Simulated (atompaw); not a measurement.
u(r) = r·R(r): atom against pseudo-atom (Ca (Z = 20))

Columns: radius, all-electron u(r) and pseudo u(r) of the 4s shell (level -3.86 eV) of calcium in the configuration [Ar] 3d0 4s2 4p0; LDA (PW92), scalar-relativistic, PAW (atompaw) scheme, atompaw 4.2.0.5.

```csv
r (bohr),all-electron,pseudo
0.115,0.0256,0.0167
0.231,0.1467,0.0337
0.346,0.0962,0.0508
0.462,-0.0239,0.0684
0.577,-0.1369,0.0863
0.692,-0.2132,0.1047
0.808,-0.2472,0.1240
0.923,-0.2436,0.1438
1.038,-0.2118,0.1645
1.154,-0.1601,0.1862
1.269,-0.0971,0.2086
1.385,-0.0278,0.2321
1.500,0.0424,0.2564
1.615,0.1110,0.2814
1.731,0.1766,0.3073
1.846,0.2367,0.3335
1.962,0.2918,0.3602
2.077,0.3405,0.3866
2.192,0.3834,0.4125
2.308,0.4208,0.4378
2.423,0.4525,0.4614
2.538,0.4791,0.4831
2.654,0.5011,0.5025
2.769,0.5186,0.5189
2.885,0.5321,0.5321
3.000,0.5419,0.5419
```

**Question.** How many radial nodes do the two functions have?

**Answer.** The all-electron 4s function has n − l − 1 = 3 (the table is too coarse to show those close to the nucleus); the pseudo-wave has 0, since the states of the same l below it are removed with the core.

**Question.** Is the pseudo-wave norm-conserving?

**Answer.** No, it belongs to a PAW set: the norm inside the radius is not constrained, and the difference is carried by the augmentation charge.
